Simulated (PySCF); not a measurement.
# Assigning NMR signals

Numbering as in the mapped SMILES `[CH2:1]=[N:2][Si@:3]([NH2:4])([PH2:5])[C:6]([CH3:7])([CH3:8])[CH3:9]` (H(Xn): hydrogen on atom n). Ha(C1) is cis to Si3; Hb(C1) is trans to Si3.

PySCF 2.14 calculation with shieldings: GIAO PBE0/pcSseg-1 and geometry from GFN2-xTB; one computed conformer, non-relativistic Hamiltonian, averaged over atoms made equivalent by symmetry, fast rotation or ring inversion, gas phase.

Chemical shifts δ = σref − σ; 13C, 1H vs TMS, all at this level.

**Question.** Assign these signals to the numbered atoms. 13C{1H} NMR (computed): δ 172.0 (CH2), 27.0 (CH3), 22.2 (C).

**Answer.** 
172.0 → C1, C=N carbon
27.0 → C7/C8/C9, methyl carbon: aliphatic region, no heteroatom directly attached
22.2 → C6, fully substituted sp3 carbon bonded to Si

**Question.** Assign these signals to the numbered atoms. 1H NMR (500 MHz, computed): δ 8.52 (m, 1H), 8.42 (m, 1H), 1.00 (br s, 2H), 0.98 (s, 9H), 0.73 (m, 2H).

**Answer.** 
8.52 → Hb(C1), hydrogen on a C=N carbon
8.42 → Ha(C1), hydrogen on a C=N carbon
1.00 → H(N4), hydrogen on a nitrogen bonded to Si: labile proton, position sensitive to the medium
0.98 → H(C7)/H(C8)/H(C9), hydrogen on a methyl carbon
0.73 → H(P5), hydrogen on a phosphorus bonded to Si

Hb(C1) and Ha(C1); H(N4) and H(C7)/H(C8)/H(C9) lie closer than the usual error of such a calculation, so a measured spectrum could show them in the other order.

OH and NH positions are those of a molecule without intermolecular hydrogen bonds; in solution they move with solvent, concentration and temperature, and exchange usually removes their couplings. Splittings by 31P in the carbon and heteronuclear signals aren't shown, as no couplings were computed. Shifts are as computed. Against solution values, carbons near 30 ppm lie about +3 ppm off and those near 130 ppm about +5 ppm. Of 1309 compounds with measured shifts, 239 miss one by over three times the rms of a fit or turn the order of signals round; such compounds aren't used in these exercises. No couplings were computed; multiplicities are counted from neighbouring protons, with m where these are inequivalent, close in shift, in a saturated or five-membered ring or joined by F or P, and br s for small geminal =CH2 splittings.
